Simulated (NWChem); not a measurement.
System: CH₆OSi; SMILES C[SiH2]O

```xyz
9

Si     0.4545     0.1178    -0.0155
C     -0.4281    -1.5344    -0.0354
O     -0.6003     1.4112    -0.0869
H      1.3213     0.2538    -1.2193
H      1.3055     0.1967     1.2175
H     -1.0753    -1.6610     0.8469
H      0.3047    -2.3577    -0.0323
H     -1.0529    -1.6368    -0.9361
H     -1.1576     1.5579     0.6820
```
Atoms are numbered in this order, from 1.

Results from NWChem. Geometry: optimised at PBE0/def2-SVP. Level: PBE0/def2-SVP with SMD (1 M gas to 1 M solution), gas-phase geometry. Reactions with the solvent are ignored.

For solvent water:

```yaml
cavity-dispersion-structure term (kcal/mol): 3.1
dipole in solution (D): 2.30
```

Q: How do the values read with solvent n-hexane instead?

A: 
| Property | Result |
|---|---|
| cavity-dispersion-structure term (kcal/mol) | -0.8 |
| dipole in solution (D) | 1.92 |
